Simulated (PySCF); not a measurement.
Distorted geometries of [Dy(S2)]+

[Dy(S2)]+ (singlet in the valence; each metal's 4f electrons, 9 of them, lie in its core potential, out of spins and levels). PySCF 2.14.0, RKS PBE0, Dy lcecp-1-SVP with ECP55, S def2-SVP; non-relativistic Hamiltonian with scalar-relativistic core potentials where named; density fitting; no spin-orbit coupling. Relaxed geometry:

```xyz
3

Dy    0.0000    0.0000   -0.4748
S     1.0766    0.0000    1.6847
S    -1.0766    0.0000    1.6847
```

Task: Order these distorted geometries by energy above the relaxed one, lowest first.
A.
```xyz
3

Dy    0.0855   -0.0991   -0.7242
S     1.0874   -0.0475    1.8505
S    -1.1728    0.1466    1.7683
```
B.
```xyz
3

Dy    0.2904    0.0920   -0.2771
S     0.9002    0.0218    1.5228
S    -1.1907   -0.1137    1.6489
```
C.
```xyz
3

Dy    0.1474   -0.0193   -0.4711
S     0.8786   -0.1139    1.5326
S    -1.0260    0.1332    1.8331
```

Result: C (1.30 eV), A (1.34 eV), B (3.84 eV).

Task: Which forces (eV/Å) act in the one that lies 1.34 eV up?

Result: 
```
Dy  -0.27  0.29  4.98
S   -1.98  0.04 -2.54
S    2.25 -0.33 -2.44
```
Forces carry noise of the integration grid, about 0.01 to 0.03 eV/Å.

An lcecp potential fixes the number of 4f electrons, so in runs with it no electron can move into or out of that shell.
